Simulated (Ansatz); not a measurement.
`[SiH3][O][Zn][Cl]` + H₂ → `[SiH3][O][ZnH]` + HCl  (hydrogenolysis of a Zn–Cl bond)

Computed with Ansatz on PBE0-D4/def2-TZVP structures; ΔE is electronic, products minus reactants. CBS: MP2 limit from def2 TZ/QZ plus the TZ coupled-cluster correction, frozen cores. This one scheme is used for every species. Functionals use def2-TZVPP. For Zn outer-core shells are correlated without core-valence functions, which leaves a few kJ/mol of doubt a bond. Scalar relativity is left out up to krypton. One conformer a species, not always the lowest.

Q: Is it downhill or uphill in electronic energy at CCSD(T)/CBS, and by how much? (Estimate.)

A: The calculation gave: Uphill: ΔE = +103.0 kJ/mol.

Q: What do these levels give: BLYP-D4, r2SCAN0-D4, revPBE, r2SCAN0, MP2/def2-TZVPP, CCSD/def2-TZVPP? (Estimate.)

A: Ansatz gave: BLYP-D4 86.2, r2SCAN0-D4 97.2, revPBE 85.0, r2SCAN0 96.5, MP2/def2-TZVPP 97.4, CCSD/def2-TZVPP 90.7 kJ/mol.

Largest T1 diagnostic among the species: 0.016.

From BLYP to BHLYP (50 % exact exchange), in def2-TZVPP and without D4, ΔE moves by +11.2 kJ/mol. Leaving LDA and LC-ωPBE aside and taking each functional with its dispersion term where it has one, the values, not all of them listed here, spread over 13.3 kJ/mol, from B97M-V to BHLYP-D4. LDA lies −7.1 kJ/mol from PBE without D4.
